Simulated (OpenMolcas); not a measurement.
Ne5+, Ar5+, Kr5+, Xe5+: ns² np down the group

| Quantity | Value |
| --- | --- |
| Program | OpenMolcas |
| Method | XMS-CASPT2, IPEA 0.25 Eh, imaginary shift 0.1 Eh |
| Basis | ANO-RCC-VTZP |
| Scalar Hamiltonian | DKH2, point nucleus |
| Spin-orbit coupling | state interaction with AMFI integrals over the reference wave functions, term energies averaged over their components |

Active space for each ion: 3 electrons in 4 orbitals (s p); closed shells correlated by CASPT2: Ne5+ 1s; Ar5+ 2s 2p; Kr5+ 3d; Xe5+ 4d.

Computed levels in cm-1 above ²P°_1/2:

```tsv
Level	Ne5+	Ar5+	Kr5+	Xe5+
²P°_3/2	1241	2030	7370	13900
weight of ²P° in the lowest level (%)	100	100	100	100
```

Measured, with the error of the calculation in %. Measured levels: Ne5+ from NIST levels in Podobedova, Fuhr, Reader and Wiese, J. Phys. Chem. Ref. Data 33, 525 (2004); Ar5+ from Saloman, J. Phys. Chem. Ref. Data 39, 033101 (2010); Kr5+ from Saloman, J. Phys. Chem. Ref. Data 36, 215 (2007); Xe5+ from Saloman, J. Phys. Chem. Ref. Data 33, 765 (2004).

```csv
Level,Ne5+,Ar5+,Kr5+,Xe5+
²P°_3/2,1310 (-5.3),2208 (-8.0),8110 (-9.2),15599 (-10.9)
```

The fine-structure level ²P°_3/2 changes by a factor of 11.2 from Ne5+ to Xe5+.

Term energies are means over components that CASPT2 splits; among the terms shown or strongly mixed into the levels shown the widest spread is 25 cm-1 (4s² 4p ²P°, Kr5+). Over all roots computed the reference weight is 0.85 to 0.99 in Ar5+, 0.86 to 0.99 in Kr5+, 0.81 to 0.95 in Xe5+; the roots of lowest weight are the least certain, and an intruder state may touch them. Computed and measured levels are paired by configuration, term and J; levels that our copy of the source lacks, or whose pairing is in doubt (as where it misses far off the trend of its configuration), stay unpaired and out of the deviations. Levels of configurations outside the active space are missing.

° marks odd parity.
